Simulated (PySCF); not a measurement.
**Working out the ionisation energy of F⁺**

F⁺ [He] 2s2 2p4 (3P) → F²⁺ [He] 2s2 2p3 (4S). Computed with PySCF 2.14 in aug-cc-pVTZ, with the non-relativistic Hamiltonian (point nucleus). Frozen: 1s2. Energies in hartree (1 hartree = 27.21139 eV):

```tsv
part	F⁺ (lower)	F²⁺ (upper)
UHF	-98.830877	-97.603766
CCSD correlation	-0.160288	-0.113799
(T)	-0.002200	-0.001196
```

What does Hartree-Fock give?

(-97.603766) − (-98.830877) = 1.227111 hartree = 33.391 eV.

What do CCSD and CCSD(T) give?

The CCSD correlation energies differ by 0.046489 hartree = 1.265 eV and the triples by 0.001004 hartree = 0.027 eV, so CCSD gives 34.656 eV and CCSD(T) 34.683 eV.

Measured between the centres of the two terms (NIST): 34.950 eV, so CCSD(T) (valence) is off by -0.267 eV.

What remains against the reference includes basis incompleteness, the frozen core and higher excitations.
